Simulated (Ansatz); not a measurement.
N,N-dimethyl-1-methylsilylmethanamine (C4H13NSi), SMILES C[SiH2]CN(C)C.

Geometry: PBE0-D3(BJ)/def2-SVP. One conformer was computed; it need not be the lowest.

Two levels are set side by side: PBE/def2-SVPD (Ansatz, a program for electronic structure) and CAM-B3LYP/def2-SVPD (Ansatz). Energy differences of separate SCF runs at the same geometry; the states with an electron removed or added have multiplicity 2 and 2. Differences are taken from unrounded values.

| quantity | CAM-B3LYP |
|---|---|
| vertical ionisation energy (eV) | 8.13 |
| vertical singlet–triplet gap (eV) | 5.72 |

Problem. What does PBE give, and how far is it from CAM-B3LYP? (The exact figures need the calculation; the answer reports its results.)

Solution. 
| quantity | PBE | PBE minus CAM-B3LYP |
|---|---|---|
| vertical ionisation energy (eV) | 7.91 | -0.22 |
| vertical singlet–triplet gap (eV) | 5.16 | -0.57 |
